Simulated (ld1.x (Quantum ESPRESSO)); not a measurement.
**Scattering properties, ultrasoft potential for thulium (Tm)**

| Quantity | Value |
| --- | --- |
| Element | thulium |
| Generator | ld1.x (Quantum ESPRESSO) 7.5 |
| Type | ultrasoft |
| Functional | PBE |
| Relativity | scalar-relativistic |
| Frozen core | [Kr] 4d10 5s2 |
| Valence charge | 21 |
| Reference configuration | 4f13 5p6 5d0 6s0 6p0 (charge +2) |
| Partial waves | 6s (bound, empty): rcut 1.75, rcutus 2.35 bohr; 6s channel at 0.2 Ry: rcut 1.75, rcutus 2.35 bohr; 5p (bound): rcut 1.90, rcutus 2.25 bohr; 6p (bound, empty): rcut 1.90, rcutus 2.25 bohr; 5d (bound, empty): rcut 2.45, rcutus 2.95 bohr; 5d channel at -0.55 Ry: rcut 2.45, rcutus 2.95 bohr; 4f (bound): rcut 0.95, rcutus 1.30 bohr; 4f channel at -0.55 Ry: rcut 0.95, rcutus 1.30 bohr |
| Local potential | all-electron potential smoothed inside 2.90 bohr (lloc = -2) |
| Core correction | Bessel-smoothed model core, default radius (core density twice the valence density) |
| Augmentation charge | PSQ, inside the norm-conserving radii |

The phase is arctan(r·u′/u) with u = r·R(r), unwrapped; energies in Ry, scanned from -5 to 5 Ry. A pole is an energy at which the radial function vanishes at the test radius. The pseudo phase is shifted by a multiple of π to meet the all-electron one at the reference energy, and phase errors are pseudo minus all-electron; the curves can meet again beyond the range given. Levels narrower than the energy grid can be missing from the lists of poles. Where the grid stepped over a known ghost or core level, its pole and its step of π were put in at the level’s energy.

```tsv
channel	radius (bohr)	reference energy (Ry)	poles, all-electron	poles, pseudo	unbroken range about the reference energy with phases within 0.05 rad	phase error 1 Ry above the reference energy (rad)
s	3.19	-1.11	-5.00, -4.98, 0.43	-4.76, 0.43	-4.7 to 2.7	-0.000
p	3.19	-0.76	-2.99, 1.61	-2.99, 1.63	below 4.0	+0.001
d	3.19	-0.99	-0.54, 3.75	-0.54, 3.88	the whole range	-0.000
f	3.19	-1.29	-1.28, 2.00	-1.28, 2.09	below 3.0	+0.000
```

Note: ghost state, extra bound levels that the all-electron valence spectrum of the same l lacks: s at -64.8 eV. A true bound ghost makes a file unfit for plane-wave use.

Phases in the f channel:

| E (Ry) | all-electron | pseudo |
| --- | --- | --- |
| -5.00 | 1.427 | 1.427 |
| -4.74 | 1.422 | 1.422 |
| -4.48 | 1.418 | 1.418 |
| -4.22 | 1.413 | 1.413 |
| -3.96 | 1.408 | 1.408 |
| -3.70 | 1.401 | 1.402 |
| -3.44 | 1.395 | 1.395 |
| -3.18 | 1.387 | 1.387 |
| -2.92 | 1.379 | 1.379 |
| -2.66 | 1.368 | 1.369 |
| -2.40 | 1.357 | 1.357 |
| -2.14 | 1.342 | 1.342 |
| -1.88 | 1.323 | 1.324 |
| -1.62 | 1.296 | 1.296 |
| -1.36 | 1.192 | 1.192 |
| -1.10 | -1.850 | -1.850 |
| -0.84 | -1.909 | -1.909 |
| -0.58 | -1.975 | -1.975 |
| -0.32 | -2.075 | -2.075 |
| -0.06 | -2.255 | -2.255 |
| 0.20 | -2.643 | -2.639 |
| 0.46 | -3.418 | -3.404 |
| 0.72 | -4.073 | -4.059 |
| 0.98 | -4.371 | -4.360 |
| 1.24 | -4.519 | -4.508 |
| 1.50 | -4.607 | -4.596 |
| 1.76 | -4.668 | -4.656 |
| 2.02 | -4.716 | -4.702 |
| 2.28 | -4.758 | -4.740 |
| 2.54 | -4.798 | -4.774 |
| 2.80 | -4.842 | -4.808 |
| 3.06 | -4.896 | -4.845 |
| 3.32 | -4.971 | -4.888 |
| 3.58 | -5.098 | -4.943 |
| 3.84 | -5.371 | -5.023 |
| 4.10 | -6.123 | -5.156 |
| 4.36 | -7.066 | -5.422 |
| 4.62 | -7.434 | -6.040 |
| 4.88 | -7.586 | -6.878 |
